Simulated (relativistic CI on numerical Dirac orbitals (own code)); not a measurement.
# d7 in a ligand field

Computed with a parametric ligand-field model of a d^n configuration (Racah B and C, spin-orbit zeta, crystal field), exact diagonalisation.

Field parameters in Wybourne normalisation: D3d B²₀ = −7Dσ, B⁴₀ = −14Dq − 21Dτ, B⁴₃ = −14√(10/7) Dq; D4h B²₀ = −7Ds, B⁴₀ = 21(Dq − Dt), B⁴₄ = 21√(5/14) Dq; Oh B⁴₀ = 21Dq, B⁴₄ = √(5/14) B⁴₀; Td as Oh with Dq negative (B⁴₀ = 21Dq, B⁴₄ = √(5/14) B⁴₀). The field is a parameter set, without covalency.

Problem. Ground term and bands for B = 320, C = 1340, ζ = 0 cm⁻¹, Td, 10Dq = -11600 cm⁻¹?

Solution. Ground term 4A2 with 4.00 electrons in the two orbitals of the cubic e set. Spin-allowed: 4T2 11600 cm⁻¹ (862 nm), 4T1 15036 cm⁻¹ (665 nm), 4T1 24564 cm⁻¹ (407 nm). Lowest spin-forbidden: 2E 6468 cm⁻¹ (1546 nm), 2T1 6726 cm⁻¹ (1487 nm), 2T2 10109 cm⁻¹ (989 nm). With an A2 ground term the first spin-allowed band lies at |10Dq| itself.

Problem. Ground term and bands for B = 370, C = 1850, ζ = 0 cm⁻¹, Oh, 10Dq = 5000 cm⁻¹?

Solution. Ground term 4T1 with 2.06 electrons in the two orbitals of the cubic e set. Spin-allowed: 4T2 4445 cm⁻¹ (2250 nm), 4T1 9439 cm⁻¹ (1059 nm), 4A2 9445 cm⁻¹ (1059 nm). Lowest spin-forbidden: 2E 3403 cm⁻¹ (2939 nm), 2T1 7459 cm⁻¹ (1341 nm), 2T2 7729 cm⁻¹ (1294 nm).

Problem. Ground term and bands for B = 1010, C = 3800, ζ = 0 cm⁻¹, D4h, 10Dq = 21500, Ds = -1240, Dt = -120 cm⁻¹?

Solution. Ground term 2B1 with 1.04 electrons in the two orbitals of the cubic e set. Spin-allowed: 2A1 5279 cm⁻¹ (1894 nm), 2B2 20493 cm⁻¹ (488 nm), 2E 20872 cm⁻¹ (479 nm), 2E 23829 cm⁻¹ (420 nm). Lowest spin-forbidden: 4E 5114 cm⁻¹ (1955 nm), 4A2 7843 cm⁻¹ (1275 nm), 4E 25670 cm⁻¹ (390 nm).

Problem. Ground term and bands for B = 830, C = 3840, ζ = 0 cm⁻¹, D4h, 10Dq = 23000, Ds = -1290, Dt = -150 cm⁻¹?

Solution. Ground term 2B1 with 1.03 electrons in the two orbitals of the cubic e set. Spin-allowed: 2A1 5654 cm⁻¹ (1769 nm), 2B2 22069 cm⁻¹ (453 nm), 2E 22485 cm⁻¹ (445 nm), 2E 25529 cm⁻¹ (392 nm). Lowest spin-forbidden: 4E 7666 cm⁻¹ (1304 nm), 4A2 10505 cm⁻¹ (952 nm), 4E 29905 cm⁻¹ (334 nm).

Problem. Ground term and bands for B = 1020, C = 5210, ζ = 0 cm⁻¹, D3d, 10Dq = 13100, Dσ = -1200, Dτ = 330 cm⁻¹?

Solution. Ground term 4E with 2.09 electrons in the two orbitals of the cubic e set. Spin-allowed: 4A2 877 cm⁻¹, 4A1 12955 cm⁻¹ (772 nm), 4E 13719 cm⁻¹ (729 nm), 4A2 22974 cm⁻¹ (435 nm). Lowest spin-forbidden: 2E 9081 cm⁻¹ (1101 nm), 2A2 20988 cm⁻¹ (476 nm), 2E 21244 cm⁻¹ (471 nm).
